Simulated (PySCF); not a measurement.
Species: C4H3FOSi.
Numbering: `[CH:1]#[C:2][SiH2:3][C:4]([F:5])=[C:6]=[O:7]` (hydrogens: H8 on C1; H9, H10 on Si3)

Method used: PySCF, PBE0-D3(BJ)/def2-SVP geometry optimisation, gas phase.

(1) List the bond lengths, angles and torsions at this level.

Results:

(1) 
```csv
bond,length (Å)
C1≡C2,1.217
C2–Si3,1.830
Si3–C4,1.864
C4–F5,1.352
C4=C6,1.330
C6=O7,1.160
C1–H8,1.076
"Si3–H9, Si3–H10",1.490
```

Bonds in one row agree within 0.01 Å and their mean is given. A selection of angles:
```csv
angle,degrees
C2–C1–H8,179.9
C1–C2–Si3,179.1
C2–Si3–C4,110.7
C2–Si3–H9,110.5
C2–Si3–H10,108.8
C4–Si3–H9,105.7
C4–Si3–H10,110.1
H9–Si3–H10,111.1
Si3–C4–F5,120.5
Si3–C4–C6,119.6
F5–C4–C6,119.8
C4–C6–O7,175.5
```

Dihedral angles: C2–Si3–C4–F5 -63° (synclinal). The mirror-image conformer, all signs reversed, is as good.

Si3 (SiH2 silicon) is distorted tetrahedral (angles from 105.7° to 111.1°). The 2 C–Si bonds span 1.830 Å (C2–Si3, drawn single) to 1.864 Å (Si3–C4, drawn single), a spread of 0.034 Å. The C–C distances run from 1.217 Å (C1≡C2, drawn triple) to 1.330 Å (C4=C6, drawn double), a spread of 0.113 Å.

Point group: C1 (no symmetry element, even within 0.4 Å). Not checked by PBE0-D3(BJ)/def2-SVP frequencies. One conformer, not necessarily the lowest.

Hardware: an Arm Neoverse V1 with one thread, no GPU (shared host). Cost: 93 s, 0.50 GiB resident at most. This is the geometry optimisation.
